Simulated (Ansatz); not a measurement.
The molecule TiAl, multiplicity 6 (lowest of 2S+1 = 2, 4, 6 at CCSD(T)/def2-TZVPP on PBE0 minima; our sources give no spin for the ground state, which may be another). No spin–orbit coupling. Ti is treated without relativity. The T1 diagnostic near the minimum is 0.090, so single-reference values are doubtful.

The constants come from a fifth-degree fit in 1/R (seven points, main isotopes). Runs in def2 and cc sets follow the lowest solution found near the PBE0 minimum.

Correlated levels freeze the inner cores; with def2 sets outer-core shells near the valence are correlated too.

Programs: Ansatz (a quantum-chemistry and plane-wave program) with Gaussian orbitals. 

### Question
What bond length and harmonic frequency does B97M-V/def2-TZVPP give?

### Answer
r_e = 2.547 Å, ω_e = 304 cm⁻¹.

### Question
What bond length and harmonic frequency does B3LYP/def2-TZVPP give?

### Answer
r_e = 2.509 Å, ω_e = 315 cm⁻¹.

### Question
What bond length and harmonic frequency does CCSD(T)/def2-TZVPP give?

### Answer
r_e = 2.502 Å, ω_e = 333 cm⁻¹.

Doubts at one or more of the structures used: T1 above 0.05 (CCSD(T)/def2-TZVPP).
